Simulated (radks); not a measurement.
Q: The table gives one normalised radial function P(r) = r R(r) of Fe3+ in [Ne] 3s1 3p6 3d6 (r in bohr). All-electron calculation, scalar-relativistic Kohn-Sham, MS2 meta-GGA, spin-polarised, spherical densities, finite nucleus; open shells are filled with parallel spins first; meta-GGA in the generalised Kohn-Sham scheme; Fermi nuclear charge, rms radius 3.7377 fm. Program: a radial shooting solver on a logarithmic mesh with Libxc functionals.

r	P
0.004485	0.0042
0.005701	0.0066
0.007306	0.0104
0.009287	0.0162
0.01181	0.0251
0.01501	0.0385
0.01908	0.0586
0.02426	0.0881
0.03083	0.1300
0.0392	0.1876
0.04983	0.2629
0.06335	0.3552
0.08053	0.4579
0.1032	0.5562
0.1312	0.6131
0.1668	0.5909
0.212	0.4479
0.2695	0.1612
0.3426	-0.2489
0.4356	-0.6944
0.5537	-1.0462
0.7039	-1.1847
0.8948	-1.0723
1.147	-0.7728
1.458	-0.4473
1.853	-0.2008
2.356	-0.0663
2.995	-0.0150
3.807	-0.0021

Which n and l does it have? It may be an empty orbital.

A: n = 3, l = 1: the number of nodes gives n - l - 1 = 1, the rise at small r (about r^(l+1)) gives l, and the extent must fit the shell. The curve is that of 3p up; the table hardly tells the two spins apart. 3p up: eigenvalue -102.39 eV, 1 radial node at r = 0.298 bohr, <r> = 0.837 bohr, 90 % of the charge inside 1.28 bohr.
